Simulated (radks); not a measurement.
Rh+, configuration [Kr] 4d4.5 5s1 5p2.5 (fractional occupations, a model configuration). All-electron calculation, scalar-relativistic Kohn-Sham, r2SCAN, spin-polarised, spherical densities, finite nucleus; open shells are filled with parallel spins first (spin-orbit coupling, left out, can overturn this in heavy ions); meta-GGA in the generalised Kohn-Sham scheme; Fermi nuclear charge, rms radius 4.4945 fm. Program: a radial shooting solver on a logarithmic mesh with Libxc functionals.

Normalised radial functions P(r) = r R(r), r in bohr:

r           4p up    4d up    5p up
0.00352    0.0062   0.0000   0.0021
0.004695   0.0103   0.0001   0.0035
0.006262   0.0171   0.0002   0.0059
0.008352   0.0282   0.0005   0.0097
0.01114    0.0459   0.0010   0.0158
0.01486    0.0735   0.0023   0.0252
0.01982    0.1144   0.0050   0.0393
0.02643    0.1715   0.0107   0.0589
0.03525    0.2440   0.0222   0.0838
0.04702    0.3219   0.0443   0.1105
0.06271    0.3799   0.0842   0.1301
0.08364    0.3735   0.1498   0.1275
0.1107     0.2553   0.2421   0.0862
0.1476    -0.0044   0.3560  -0.0039
0.1969    -0.3429   0.4521  -0.1198
0.2626    -0.5815   0.4634  -0.1980
0.3502    -0.4989   0.3164  -0.1599
0.4671    -0.0229  -0.0112   0.0157
0.623      0.6336  -0.4432   0.2363
0.8309     1.0746  -0.8109   0.3266
1.108      1.0406  -0.9401   0.1624
1.478      0.6649  -0.7986  -0.1935
1.971      0.2825  -0.5152  -0.5353
2.629      0.0783  -0.2536  -0.6666
3.507      0.0126  -0.0885  -0.5431
4.678      0.0010  -0.0198  -0.2942
6.239      0.0000  -0.0024  -0.0999
8.321      0.0000  -0.0001  -0.0195

4p up: eigenvalue -79.279 eV, 2 radial nodes at r = 0.147, 0.472 bohr, <r> = 1.06 bohr, 90 % of the charge inside 1.55 bohr. 4d up: eigenvalue -30.357 eV, 1 radial node at r = 0.463 bohr, <r> = 1.33 bohr, 90 % of the charge inside 2.06 bohr. 5p up: eigenvalue -11.912 eV, 3 radial nodes at r = 0.146, 0.458, 1.28 bohr, <r> = 2.98 bohr, 90 % of the charge inside 4.34 bohr.
